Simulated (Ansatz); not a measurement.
Ansatz (a first-principles code) input:

Ansatz 0.2 input:
```yaml
crystal:
  periodic: [false, false, false]
  atoms:
    - {symbol: O, position_ang: [-0.71760663, -1.21512600, 0.00806073]}
    - {symbol: S, position_ang: [0.00912183, 0.00640424, 0.00881794]}
    - {symbol: O, position_ang: [-0.68817910, 1.24402087, -0.05254652]}
    - {symbol: O, position_ang: [1.42913413, -0.00495386, 0.07132698]}
basis:
  gaussian:
    orbitals: def2-TZVP
hamiltonian:
  xc: b3lyp
  dispersion: d3bj
total_charge: 1
magnetization: {spin_polarized: true, initial_magnetization: 1}
relax: {f_tol: 0.002, max_steps: 150}
```

**Question.** Which total energy does the run end on?

**Answer.** -623.48596 Eh (B3LYP-D3(BJ)/def2-TZVP). The basis has 130 functions.
